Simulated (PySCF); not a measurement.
C₄H₃F₇O.
Numbering: `[CH3:1][C@@:2]([F:3])([O:4][C:5]([F:6])([F:7])[F:8])[C:9]([F:10])([F:11])[F:12]` (hydrogens: H13, H14, H15 on C1)

The calculation used PBE0-D3(BJ)/def2-SVP geometry optimisation, gas phase (PySCF).

Some entries are withheld. Bonds in one row agree within 0.01 Å.

| coordinate | value |
| --- | --- |
| C1–C2 | 1.508 Å |
| C2–F3 | 1.358 Å |
| C2–O4 | 1.399 Å |
| O4–C5 | ? |
| C5–F6, C5–F8 | ? |
| C5–F7 | ? |
| C2–C9 | ? |
| C9–F10, C9–F11, C9–F12 | 1.327 Å |
| C1–H13, C1–H14, C1–H15 | 1.097 Å |
| C1–C2–F3 | ? |
| C1–C2–O4 | 115.9° |
| C1–C2–C9 | 112.3° |
| F3–C2–O4 | 108.8° |
| F3–C2–C9 | 106.4° |
| O4–C2–C9 | 103.5° |
| C2–O4–C5 | ? |
| O4–C5–F6 | ? |
| O4–C5–F7 | ? |
| F6–C5–F7 | 108.4° |
| F7–C5–F8 | 109.2° |
| C2–C9–F10 | 111.2° |
| C2–C9–F11 | 109.6° |
| F10–C9–F11 | 108.6° |
| F11–C9–F12 | 108.3° |

Question: Estimate the withheld lengths and angles.

Answer: 
- O4–C5 = 1.352 Å, drawn single (ether oxygen to CF3 carbon); 0.07 Å below the sum of covalent radii, 1.42 Å.
- C5–F6, C5–F8 = 1.331 Å, drawn single (CF3 carbon to fluorine of a CF3 group); equal to the sum of covalent radii, 1.33 Å.
- C5–F7 = 1.315 Å, drawn single (CF3 carbon to fluorine of a CF3 group); 0.02 Å below the sum of covalent radii, 1.33 Å.
- C2–C9 = 1.543 Å, drawn single (sp3 C–F carbon to CF3 carbon); 0.02 Å above the sum of covalent radii, 1.52 Å.
- C1–C2–F3 = 109.4°, at the sp3 C–F carbon; the outer atoms are 2.342 Å apart.
- C2–O4–C5 = 121.8°, at the ether oxygen; the outer atoms are 2.404 Å apart.
- O4–C5–F6 = 111.8°, at the CF3 carbon; the outer atoms are 2.223 Å apart.
- O4–C5–F7 = 107.6°, at the CF3 carbon; the outer atoms are 2.151 Å apart.

Radii are Cordero's, carbon taken as 0.76, 0.73 or 0.69 Å for four, three, and two or fewer neighbours.

Stationary, but not proved a minimum. One conformer, not necessarily the lowest (C1–C2–O4–C5 -42°).
